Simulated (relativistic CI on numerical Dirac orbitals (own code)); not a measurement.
# Electric-dipole lines of Pt LXXV

Method of calculation: Dirac-Coulomb-Breit CI, separate exchange-only KLI orbitals for each configuration, model QED, unscaled Slater integrals (own radial code, finite nucleus).

CI space (outside the closed core 1s2): 2s2, 2s 2p, 2p2, 2p 3s, 2p 3p, 2s 3s, 2s 3p, 2s 3d, 2s 4s, 2s 4p, 2s 4d, 2s 4f, 3s2, 3s 3p, 3p2. Levels of other configurations are missing.

| λ vac (Å) | Lower | Upper | A (s⁻¹) | gf | Branching (%) |
| --- | --- | --- | --- | --- | --- |
| 0.8304 | 2s 2p 3P°_2 [5] | 2s 4d 3D_3 [43] | 6.85e+14 | 4.95e-01 | 75.5 |
| 0.9460 | 2s 2p 3P°_2 [5] | 2p 3p 3D_3 [31] | 5.90e+14 | 5.55e-01 | 96.7 |
| 0.9482 | 2s2 1S_0 [1] | 2s 3p 1P°_1 [20] | 8.09e+14 | 3.27e-01 | 97.0 |
| 0.9484 | 2s 2p 3P°_1 [3] | 2p 3p 3D_2 [26] | 4.78e+14 | 3.22e-01 | 53.7 |
| 0.9602 | 2s 2p 3P°_0 [2] | 2s 3d 3D_1 [21] | 1.32e+15 | 5.49e-01 | 58.4 |
| 0.9624 | 2s 2p 3P°_1 [3] | 2s 3d 3D_2 [22] | 2.06e+15 | 1.43e+00 | 84.3 |
| 0.9911 | 2s2 1S_0 [1] | 2s 3p 3P°_1 [13] | 6.03e+14 | 2.66e-01 | 97.8 |
| 1.1093 | 2s 2p 3P°_2 [5] | 2s 3d 3D_3 [23] | 2.11e+15 | 2.72e+00 | 100.0 |
| 1.1179 | 2s 2p 1P°_1 [6] | 2s 3d 1D_2 [24] | 1.53e+15 | 1.43e+00 | 87.6 |
| 2.7960 | 2s 3p 3P°_1 [13] | 2s 4d 3D_2 [42] | 1.74e+14 | 1.02e+00 | 16.9 |
| 3.1482 | 2s 3p 3P°_2 [19] | 2s 4d 3D_3 [43] | 2.21e+14 | 2.30e+00 | 24.4 |
| 3.1496 | 2s 3p 1P°_1 [20] | 2s 4d 1D_2 [44] | 2.01e+14 | 1.49e+00 | 22.0 |
| 3.1693 | 2s 3d 3D_1 [21] | 2s 4f 3F°_2 [46] | 3.82e+14 | 2.87e+00 | 81.8 |
| 3.1741 | 2s 3d 3D_2 [22] | 2s 4f 3F°_3 [45] | 4.19e+14 | 4.43e+00 | 89.9 |
| 3.2685 | 2s 3d 3D_3 [23] | 2s 4f 3F°_4 [47] | 4.38e+14 | 6.31e+00 | 97.4 |
| 3.2777 | 2s 3d 1D_2 [24] | 2s 4f 1F°_3 [48] | 3.38e+14 | 3.82e+00 | 75.6 |
| 5.6516 | 2s 2p 3P°_2 [5] | 2p2 3P_2 [9] | 1.52e+13 | 3.63e-01 | 52.6 |
| 5.7062 | 2s2 1S_0 [1] | 2s 2p 1P°_1 [6] | 1.97e+13 | 2.89e-01 | 99.0 |
| 5.7346 | 2s 2p 3P°_1 [3] | 2p2 1D_2 [8] | 1.41e+13 | 3.47e-01 | 99.8 |
| 19.197 | 2s 3s 3S_1 [11] | 2s 3p 3P°_2 [19] | 2.38e+12 | 6.58e-01 | 32.8 |

Terms are leading LS components. Brackets give the number of a level in order of energy, since labels repeat. The list gives strong lines, with weight on those to low levels, without lines whose two gauges differ by over a factor of 2.5, among the lowest 48 of 58 levels, so that lines to higher ones, which can be the strongest, are missing. Levels whose partners in the same complex of configurations lie outside the list can be far off, and so can their lines. Rates are taken at the computed energies, electric ones in the length gauge.

At this charge energies of transitions that change n are usually good to better than 1 %, and those within a shell (Δn = 0) to a few per cent.

Q: From the table, what is the radiative lifetime of 2s 4d 3D_3?

A: The listed rates from this level add up to about 9.06e+14 s⁻¹, 100 % of its decay; with all channels τ = 1.10e-15 s.

LS names give the leading component of a level, which can be under half, so a name can repeat, a term be missing and a line seem to break the LS rules.
